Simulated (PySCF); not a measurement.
PySCF 2.14 output of an unrestricted LDA calculation on a single atom or ion in aug-cc-pVQZ-PP with one added diffuse shell each of s, p, d, f, g type with ECP10MDF (8s7p6d4f3g, 114 functions), with a scalar-relativistic core potential:

```
SCF conv_tol = 1e-09
number electrons alpha = 14  beta = 10
    P. A. M. Dirac.,  Math. Proc. Cambridge Philos. Soc. 26, 376 (1930)
    F. Bloch.,  Z. Phys. 57, 545 (1929)
    S. H. Vosko, L. Wilk, and M. Nusair.,  Can. J. Phys. 58, 1200 (1980)
cycle= 1 E= -460.300760932732  delta_E= -0.0176  |g|= 0.14  |ddm|= 1.51
cycle= 2 E= -460.301661385149  delta_E= -0.0009  |g|= 0.0919  |ddm|= 0.418
cycle= 3 E= -460.302460335283  delta_E= -0.000799  |g|= 0.00382  |ddm|= 0.189
cycle= 4 E= -460.302464843947  delta_E= -4.51e-06  |g|= 0.000237  |ddm|= 0.0224
cycle= 5 E= -460.302464773965  delta_E= 7e-08  |g|= 0.000107  |ddm|= 0.00392
cycle= 6 E= -460.302464777038  delta_E= -3.07e-09  |g|= 9.22e-06  |ddm|= 0.000648
cycle= 7 E= -460.302464777022  delta_E= 1.53e-11  |g|= 2.32e-07  |ddm|= 0.000104
converged SCF energy = -460.302464777022  <S^2> = 6.0007721  2S+1 = 5.0003088
```

The run itself started from symmetry-adapted Hartree-Fock orbitals and held the occupation by maximum overlap, on a logarithmic radial grid, so the iterations belong to that start.

Q: Which element, charge and spin multiplicity is this?

A: Kr(2+) (krypton, charge +2), multiplicity 5; the state was [Ar] 3d10 4s1 4p4 5s1, high-spin 5P determinant (an excited configuration).

Energies and moments cover only the electrons outside the core potential. The outer electron is Rydberg-like, and this basis confines it to a smaller radius and binds it less than a complete one would.
